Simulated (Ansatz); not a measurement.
`[F][Zn][CH2]BCl` + CH₃SH → `C[S][Zn][F]` + `CBCl`  (ligand exchange at a Zn–C bond)

Program: Ansatz. Geometries: PBE0-D4/def2-TZVP. ΔE: electronic, gas phase. CBS: MP2 limit from def2 TZ/QZ plus the TZ coupled-cluster correction, frozen cores. This one scheme is used for every species. Functionals use def2-TZVPP. For Zn outer-core shells are correlated without core-valence functions, which leaves a few kJ/mol of doubt a bond. Scalar relativity is left out up to krypton. One conformer a species, not always the lowest.

| species | B2PLYP energy (Eh) |
| --- | --- |
| `[F][Zn][CH2]BCl` | -2403.84161 |
| CH₃SH | -438.55938 |
| `C[S][Zn][F]` | -2316.98085 |
| `CBCl` | -525.44055 |

(1) Work out ΔE.

Largest T1 diagnostic among the species: 0.015.

Results:

(1) ΔE = (-2316.98085) + (-525.44055) − (-2403.84161) − (-438.55938) = -0.02041 Eh = -53.6 kJ/mol. CCSD(T)/CBS gives -55.9 kJ/mol.

In def2-TZVPP, CCSD(T) changes the Hartree–Fock value by +23.7 kJ/mol (the triples alone add +2.6 kJ/mol) and MP2 by +25.3 kJ/mol.
